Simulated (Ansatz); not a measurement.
A structure relaxed at PBE-D4/def2-SVP in Ansatz, charge 0, singlet:

```xyz
19

S    -2.006    0.813   -4.205
S    -1.761    2.759   -0.172
S     0.385   -3.872    1.427
S    -0.223    0.329    3.404
S    -0.203   -0.812   -0.903
S     1.669    2.870   -2.172
S     3.567   -0.448    0.898
S     2.633    3.204    1.570
Cd   -1.980   -1.196   -3.001
Cd   -1.445   -2.966   -0.109
Cd   -1.342    0.658    1.044
Cd   -0.604    1.768   -2.426
Cd    0.585    3.486    0.181
Cd   -0.385   -2.013    2.832
Cd    1.735   -1.957    0.346
Cd    1.990    0.993    2.449
Cd    2.914    1.512   -0.558
Cl   -2.651   -3.503   -2.250
Cl   -2.877   -1.622    1.647
```

Q: Give its formula.

A: Cd₉S₈Cl₂.

Q: Summarise the bond lengths by kind (pairs closer than 1.2 times the sum of covalent radii, bridged metal pairs left out).

A: 24 × Cd–S 2.34 to 2.78 Å; 5 × Cd–Cl 2.51 to 2.81 Å.

In the def2 sets Cd takes a core potential; there is no spin–orbit coupling. Single mean-field runs in def2-SVP are fitted with def2-universal-jkfit.
